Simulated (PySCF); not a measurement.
Species: CH3BClS, net charge 0, doublet state. It need not be the lowest isomer of its formula. SMILES: [B](SC)Cl
Coordinates optimised at B3LYP-D3(BJ)/def2-TZVP (Ansatz):
```
C
H 1 1.0866
H 1 1.0866 2 110.26
H 1 1.0878 2 110.04 3 -121.55
S 1 1.8432 2 109.88 4 -117.18
B 5 1.7443 1 105.88 2 -60.74
Cl 6 1.7328 5 130.76 1 0.00
```
Charge 0, spin multiplicity 2.

Dispersion corrections to the total energy (kcal/mol) from the dftd3 and dftd4 libraries through PySCF: D3(BJ) without and D4 with the three-body term, each with the damping fitted for the functional named.

| functional | D3(BJ) | D4 |
|---|---|---|
| B2PLYP | -3.61 | ? |
| LC-wPBE | -4.06 | -4.48 |
| B3LYP | -7.46 | -6.52 |
| TPSS | -5.24 | -5.40 |
| BLYP | -9.07 | ? |
| r2SCAN | ? | -0.92 |
| B2GP-PLYP | -3.23 | -1.68 |

**Question.** What belongs in the gaps?

**Answer.** 
- B2PLYP, D4: -2.78
- BLYP, D4: -8.84
- r2SCAN, D3(BJ): -1.10
